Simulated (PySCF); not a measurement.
# Static response to an electric field

Ga(H2S)H3.
Geometry (PBE0-D3(BJ)/def2-SVP, Å), atoms numbered from 1 in this order:
```xyz
7
GaH5S angstrom
Ga     0.1251   -0.2116   -1.1167
S      0.1436   -0.2441    1.5152
H      0.5231    1.0384    1.7061
H     -1.1627    0.0427    1.7057
H      1.6937   -0.2001   -1.2636
H     -0.6645    1.1450   -1.2814
H     -0.6582   -1.5702   -1.2654
```

Level: PBE0/def2-SVPD (PySCF), static field, nuclei fixed, core orbitals frozen in the response. The polarisability tensor in these axes (au):

```
x   55.98  0.23 -0.61
y    0.23 55.72  1.03
z   -0.61  1.03 67.63
```

Q: Give the principal values, the mean and the anisotropy Δα = √{½[(α1 − α2)² + (α2 − α3)² + (α1 − α3)²]}.

A: Principal values 55.46, 56.12 and 67.74 au; mean 59.77 au = 8.86 Å³ = 9.86 × 10⁻⁴⁰ C²·m²/J; Δα = 11.97 au (20 % of the mean).

Q: What is the dipole moment, and where does it point?

A: (-0.57, 0.97, 2.99) D, 3.19 D in size, pointing from the negative to the positive side. Measured along this direction, the outermost atoms are H5 and H7 at the negative end and H4 and H3 at the positive end.

Q: Give the principal axes and the span of the nuclei along them.

A: Largest value along (-0.05, 0.08, 1.00), where the nuclei span 3.12 Å; middle along (0.86, 0.51, 0.00), 2.72 Å; least along (-0.50, 0.86, -0.10), 2.35 Å. The response follows the extents in order.

Q: Give the eigenvalues of the traceless quadrupole moment Θ = ½Σq(3rr − r²1), origin at the centre of nuclear charge.

A: -5.05, -1.01, 6.06 D·Å. The values depend on the origin, since the dipole doesn't vanish. The electronic extent ⟨r²⟩ about the same centre is 412 bohr², a root-mean-square distance of 1.49 Å for the 52 electrons.

Q: In a dilute gas of rigid molecules at 298 K, how does the orientational term μ²/3kT compare with the electronic polarisability?

A: In Gaussian units μ²/3kT = 82.63 Å³ against 8.86 Å³, a ratio of 9.33; the Debye molar polarisation (4π/3)N_A(α + μ²/3kT) is 230.8 cm³/mol, leaving out the vibrational part.

Geometry: PBE0-D3(BJ)/def2-SVP; no solvent, vibrations or thermal averaging. The calculation is non-relativistic, for gallium too.

These values come from a run that also computed excited states. The run took 4.8 s on Arm Neoverse V2, one thread, no GPU, shared host.
